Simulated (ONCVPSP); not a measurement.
# Which change was made? (I, ONCV)

ONCVPSP 4.0.1 input, shortened (lines: element, Z, core and valence counts, functional; n l f; lmax; l rc ep ncon nbas qcut; lloc lpopt rc5 dvloc0; l nproj debl; icmod fcfact rcfact), PBE, fully relativistic:

```
  I 53.00    8    3        4      upf
    1    0    2.00
    2    0    2.00
    2    1    6.00
    3    0    2.00
    3    1    6.00
    3    2   10.00
    4    0    2.00
    4    1    6.00
    4    2   10.00
    5    0    2.00
    5    1    5.00
    2
    0    1.70    0.00    4    8    3.40
    1    1.90    0.00    4    7    4.10
    2    1.50    0.00    4    9   10.40
    4    5    1.35    4.00
    0    2    1.60
    1    2    2.20
    2    2    1.50
    2    0.35    0.95
```

Open shells are filled in proportion to 2j + 1.

In the d channel the program set the typed energies aside and used -1.820, 0.250 Ha (j = l + 1/2; the other j can differ).

Cutoffs, loose and tight: the cutoffs (Ha) at which the residual kinetic energy of the hardest occupied pseudo-wave falls to 1 and 0.1 mHa per electron. They do not see the model core or the augmentation charge, which bear on the density cutoff. Test errors are all-electron minus pseudo excitation energies from the reference, over the configurations 4d10 5s2 5p4; 4d10 5s2 5p3; 4d10 5s2 5p2; 4d10 5s2 5p4.5; variants that change the core or the reference have their own tests. The largest error is taken over the tests solved by every variant that gives reliable tests at all, those not shown here included: 4d10 5s2 5p3; 4d10 5s2 5p4; 4d10 5s2 5p4.5.

The base gives: outcome: generated, projector energies reset by the program; cutoff, loose: 42 Ha; cutoff, tight: 54 Ha; bound ghosts: none; GHOST(+) flags above zero: s, p3/2, p1/2; largest test error (meV): +2.0.

(1) After one change the result is: outcome: generated, projector energies reset by the program; cutoff, loose: 45 Ha; cutoff, tight: 79 Ha; bound ghosts: s; GHOST(+) flags above zero: p3/2, p1/2; largest test error (meV): +4.7. Which change was it?
A. all radii but the core radius scaled by about 0.87 (s 1.48, p 1.66, d 1.32 bohr); local potential polynomial inside 1.18 bohr (lpopt 5, dvloc0 4 Ha)
B. all radii but the core radius scaled by about 1.15 (s 1.96, p 2.18, d 1.72 bohr); local potential polynomial inside 1.56 bohr (lpopt 5, dvloc0 4 Ha)
C. all radii but the core radius scaled by about 0.79 (s 1.34, p 1.50, d 1.18 bohr); local potential polynomial inside 1.06 bohr (lpopt 5, dvloc0 4 Ha)

## Answers

(1) A. The others give: all radii but the core radius scaled by about 0.79 (s 1.34, p 1.50, d 1.18 bohr); local potential polynomial inside 1.06 bohr (lpopt 5, dvloc0 4 Ha) → outcome: failed: optimize: ERROR ps0norm > uunorm, code will stop | all radii but the core radius scaled by about 1.15 (s 1.96, p 2.18, d 1.72 bohr); local potential polynomial inside 1.56 bohr (lpopt 5, dvloc0 4 Ha) → outcome: generated, projector energies reset by the program; cutoff, loose: 38 Ha; cutoff, tight: 44 Ha; bound ghosts: none; GHOST(+) flags above zero: s; largest test error (meV): +0.3.
